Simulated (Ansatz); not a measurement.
Consider the ligand exchange at the Si–O bond: `B[SiH2]OC` + `C=N` → `B[SiH2]N=C` + CH₃OH.

Gas-phase electronic energies from Ansatz, PBE0-D4/def2-TZVP geometries. CBS: MP2 limit from def2 TZ/QZ plus the TZ coupled-cluster correction, frozen cores. This one scheme is used for every species. Each species was taken in one conformer, which may not be the lowest.

```json
{"species": "`B[SiH2]OC`", "CCSD(T)/CBS(def2) energy (Eh)": "-431.29232"}
{"species": "`C=N`", "CCSD(T)/CBS(def2) energy (Eh)": "-94.52360"}
{"species": "`B[SiH2]N=C`", "CCSD(T)/CBS(def2) energy (Eh)": "-410.17839"}
{"species": "CH₃OH", "CCSD(T)/CBS(def2) energy (Eh)": "-115.61712"}
```

(1) Work out ΔE.

Largest T1 diagnostic among the species: 0.013.

## Answers

(1) ΔE = (-410.17839) + (-115.61712) − (-431.29232) − (-94.52360) = 0.02041 Eh = +53.6 kJ/mol.

From BLYP to BHLYP (50 % exact exchange), in def2-TZVPP and without D4, ΔE moves by +4.5 kJ/mol. In def2-TZVPP, CCSD(T) changes the Hartree–Fock value by −4.2 kJ/mol (the triples alone add −1.2 kJ/mol) and MP2 by −6.3 kJ/mol.
